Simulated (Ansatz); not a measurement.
A nudged elastic band was laid between two geometries of Cl3H2NZr + H3P (11 atoms, charge 0, multiplicity 1).

Method: Ansatz 0.2.0, RKS B3LYP-D4/def2-SVP.

```
movable images  : 7
climbing image  : yes
spring          : 5.0 eV/Å²
optimiser       : quadratic models (default)
start path      : through a guess of the saddle point
force threshold : 0.05 eV/Å
iteration limit : 60
end points      : relaxed
```

Initial state:

```xyz
11
Properties=species:S:1:pos:R:3
Zr -0.163 0.287 0.069
N -0.098 0.269 2.070
H -0.849 -0.044 2.687
H 0.680 0.602 2.642
Cl 2.057 0.449 -0.704
Cl -1.372 2.198 -0.605
Cl -1.375 -1.613 -0.629
P 1.974 -3.308 1.438
H 0.825 -3.492 0.608
H 2.600 -2.416 0.514
H 1.366 -2.241 2.173
```

Final state:

```xyz
11
Properties=species:S:1:pos:R:3
Zr 0.459 -0.274 -0.065
N -0.240 -0.505 2.247
H -0.657 -1.415 2.454
H -0.947 0.203 2.460
Cl 1.510 -0.291 -2.176
Cl 0.774 1.975 0.643
Cl -1.730 -1.090 -0.492
P 2.232 -1.945 0.918
H 1.321 -2.825 1.585
H 2.397 -2.778 -0.226
H 0.524 -0.363 2.913
```

(1) Which bonds break or form, and what moves?

(2) What energy profile does the band end with?

(3) What is the geometry of the highest image?

The band took 26 iterations and roughly 29 core-minutes.

Answers

(1) Bonds broken: P8–H11. Bonds formed: Zr1–P8, N2–H11. Cl3H2NZr + H3P becomes Cl3H5NPZr.

(2) The run converged. The highest image is number 2 of 0 to 8, 114.4 kJ/mol above the first end and 145.0 kJ/mol above the last; the last end lies 30.7 kJ/mol below the first. Beside the main top the profile has a ripple of under 15 meV (maxima at images 2, 6), which may be a very shallow well or noise. A vibrational analysis at the climbing image gives one clearly imaginary mode, 1347i cm⁻¹: a first-order saddle point. The orbitals stay closed-shell, which can raise the energy where a bond breaks towards radicals; this wasn't checked here.

| image | path coordinate (Å) | energy (kJ/mol) | P8–H11 (Å) | Zr1–P8 (Å) | N2–H11 (Å) |
| --- | --- | --- | --- | --- | --- |
| 0 | 0.00 | 0.0 | 1.43 | 4.40 | 2.91 |
| 1 | 1.22 | 7.2 | 1.43 | 3.90 | 2.40 |
| 2 | 2.43 | 114.4 | 1.75 | 3.06 | 1.35 |
| 3 | 3.85 | 0.8 | 2.55 | 2.68 | 1.03 |
| 4 | 5.28 | -10.1 | 2.67 | 2.65 | 1.02 |
| 5 | 6.70 | -26.3 | 2.89 | 2.63 | 1.02 |
| 6 | 8.13 | -24.9 | 3.14 | 2.63 | 1.02 |
| 7 | 9.55 | -27.9 | 2.84 | 2.63 | 1.02 |
| 8 | 10.98 | -30.7 | 3.07 | 2.63 | 1.02 |

(3) 
```xyz
11
Properties=species:S:1:pos:R:3
Zr 0.205 -0.256 0.110
N 0.174 -0.107 2.258
H -0.559 -0.486 2.860
H 0.554 0.737 2.694
Cl 2.268 0.488 -0.733
Cl -1.119 1.679 -0.221
Cl -1.090 -1.796 -1.113
P 1.666 -2.635 1.362
H 0.487 -3.358 1.013
H 2.077 -2.410 0.013
H 0.980 -1.164 2.016
```

Time of the run: 7.9 min on 4 threads of Intel(R) Xeon(R) Platinum 8488C (Sapphire Rapids) (shared host), peak memory 0.51 GiB.
